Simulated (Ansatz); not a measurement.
The cluster Pd2O⁺. Total charge 1; doublet. Geometry PBE-D4/def2-TZVP.

```xyz
3

Pd    1.0404   -1.5140   -0.2478
Pd   -1.0406    1.5136    0.2491
O     0.0003    0.0004   -0.0013
```

In the def2 sets Pd takes a core potential; there is no spin–orbit coupling. LC-ωPBE has ω = 0.4 bohr⁻¹. At LDA (SPW92)/def2-TZVP, PBE-D4/def2-TZVP, PBE0-D4/def2-SVP, LC-ωPBE/def2-TZVP and others the charge 1 doublet is spin-contaminated (final ⟨S²⟩ up to 1.76, 0.75 for a pure state). At PBE0-D4/def2-TZVP a quartet of charge 1 lies 0.25 eV below the doublet, each at its own geometry. The structure comes from a short search, and lower isomers may exist.

(1) Estimate the α-spin orbital energies around the gap (eV) in Ansatz with LDA (SPW92)/def2-TZVP, PBE-D4/def2-TZVP, PBE0-D4/def2-SVP, LC-ωPBE/def2-TZVP, ωB97M-V/def2-TZVP.

Results:

(1) 
```csv
orbital,LDA (SPW92)/def2-TZVP,PBE-D4/def2-TZVP,PBE0-D4/def2-SVP,LC-ωPBE/def2-TZVP,ωB97M-V/def2-TZVP
HOMO−5,-12.14,-11.80,-13.58,-16.32,-16.10
HOMO−4,-12.14,-11.80,-13.20,-15.85,-15.51
HOMO−3,-12.12,-11.78,-12.98,-15.75,-15.46
HOMO−2,-12.12,-11.78,-12.97,-15.71,-15.39
HOMO−1,-11.50,-11.25,-12.63,-15.29,-14.99
HOMO,-11.50,-11.25,-11.95,-14.62,-14.48
LUMO,-10.83,-10.35,-8.73,-5.83,-6.26
LUMO+1,-8.80,-8.44,-7.17,-4.84,-5.32
LUMO+2,-7.88,-7.53,-6.16,-3.90,-4.43
LUMO+3,-4.60,-4.42,-3.70,-2.16,-2.77
LUMO+4,-4.60,-4.42,-3.61,-2.06,-2.70
LUMO+5,-4.35,-4.12,-3.24,-1.69,-2.28
β HOMO,-10.95,-10.67,-11.64,-14.34,-14.12
β LUMO,-10.70,-10.27,-8.74,-6.27,-6.58
```
